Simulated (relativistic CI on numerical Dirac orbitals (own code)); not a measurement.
**Os⁴⁺: 4d photoemission**

Computed with this model: Dirac-Coulomb-Breit CI, orbitals from a KLI potential per configuration, model QED (radiative potential, 1s self-energy scaled to tabulated hydrogen-like ionisation energies), valence Slater integrals scaled by 0.9, multiplet model of photoemission in the sudden approximation; configurations [Xe] 4f14 5d4 → [Kr] 4d9 4f14 5s2 5p6 5d4; 300 K; Lorentzian 4.9 eV and Gaussian 0.6 eV FWHM. Energies are those of the free ion, without screening or charge transfer. The energies are binding energies and can lie tens of eV above those of solids. S is read from ⟨S²⟩ = S(S + 1).

free ion: ground-state S = 1.76, centroid 345.51 eV. Peaks (eV, height): 339.4 (100), 355.0 (65).

Strongest unbroadened transitions for free ion:

```csv
Energy (eV),Relative strength
339.14,100.0
340.12,0.7
340.67,10.5
341.61,0.2
341.90,0.6
342.08,0.3
345.35,1.7
345.53,0.6
345.85,0.2
346.75,0.8
347.17,0.4
354.35,11.4
354.86,44.8
355.60,0.3
355.80,13.7
356.91,0.9
360.21,0.2
360.86,0.4
```
